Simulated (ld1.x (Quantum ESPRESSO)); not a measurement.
# u(r) = r·R(r): atom against pseudo-atom (gallium (Ga))

Columns: radius, all-electron u(r) and pseudo u(r) of the 4p shell (level -2.94 eV) of gallium in the configuration [Ar] 3d10 4s1.75 4p1.25; LDA (PZ), scalar-relativistic, TM scheme, ld1.x (Quantum ESPRESSO) 7.5.

```
r (bohr)  all-electron  pseudo
   0.098        0.1258  0.0019
   0.195        0.0582  0.0077
   0.292       -0.0848  0.0172
   0.390       -0.1843  0.0308
   0.488       -0.2157  0.0482
   0.585       -0.1943  0.0693
   0.682       -0.1407  0.0942
   0.780       -0.0698  0.1231
   0.878        0.0074  0.1555
   0.975        0.0835  0.1908
   1.072        0.1558  0.2287
   1.170        0.2231  0.2688
   1.268        0.2836  0.3098
   1.365        0.3366  0.3501
   1.463        0.3833  0.3893
   1.560        0.4231  0.4253
   1.658        0.4574  0.4579
   1.755        0.4857  0.4858
   1.852        0.5091  0.5091
   1.950        0.5281  0.5281
   2.047        0.5429  0.5429
   2.145        0.5541  0.5541
   2.242        0.5620  0.5620
   2.340        0.5670  0.5670
   2.438        0.5695  0.5695
   2.535        0.5696  0.5696
```

**Question.** How many radial nodes do the two functions have?

**Answer.** The all-electron 4p function has n − l − 1 = 2; the pseudo-wave has 0, since the states of the same l below it are removed with the core.

**Question.** At about which radius was the pseudo-wave matched?

**Answer.** 1.95 bohr. The columns agree to 0.0005 from 1.75 bohr on; several derivatives are matched, so the curves merge somewhat inside the radius.

**Question.** Is the pseudo-wave norm-conserving?

**Answer.** Yes: the TM scheme keeps the norm inside the radius equal to the all-electron one, which fixes the energy derivative of the logarithmic derivative at the level.
